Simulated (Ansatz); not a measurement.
Ideal-gas functions of ClGeH3N, SMILES `[NH2][GeH][Cl]` radical at 298.15 K and 1 bar, from an Ansatz frequency run at PBE0-D4/def2-TZVP.

Molar mass 125.09 g/mol, point group C1 (symmetry number 1), electronic degeneracy 2, moments of inertia 40.895, 145.555, 182.075 u Å². Harmonic wavenumbers (cm⁻¹, unscaled): 147, 243, 404, 523, 587, 635, 698, 864, 1567, 2009, 3554, 3657.

Use S(trans) = R[1.5 ln M + 2.5 ln T − 1.1517]; rotational temperatures θ = 24.2544 K / I; S(rot) = R[ln(√π/σ · √(T³/θAθBθC)) + 1.5]; for each mode x = 1.438777 ν̃/T, S = R[x/(eˣ − 1) − ln(1 − e⁻ˣ)] and H = RT x/(eˣ − 1); 1 cm⁻¹ = 0.0119627 kJ/mol; R = 8.31446 J/(mol·K).

Question: By hand: the entropy, in J/(mol·K).

Answer: Translation 169.1. Rotation: θ = 0.5931, 0.1666, 0.1332 K, giving 106.3. Vibration, mode by mode: 11.34, 7.45, 3.97, 2.52, 1.98, 1.65, 1.29, 0.67, 0.04, 0.01, 0.00, 0.00, in all 30.9. Electronic 5.8. Sum 312.1 J/(mol·K).

Question: By hand: H − E and G − E in kJ/mol, counted from the electronic energy.

Answer: Zero-point energy ½ × 14888 × 0.0119627 = 89.1; thermal vibration 5.6; translation, rotation and pV give 4 RT = 9.9. H − E = 104.6 kJ/mol, and G − E = 104.6 − 298.15 × 312.1/1000 = 11.5 kJ/mol.

Vibration gives 10 % of the entropy, 11.3 J/(mol·K) of it from the mode under 150 cm⁻¹: soft modes count most, and the harmonic formula is weakest for them. The sum counts one conformer and one mirror image; others add a mixing term.
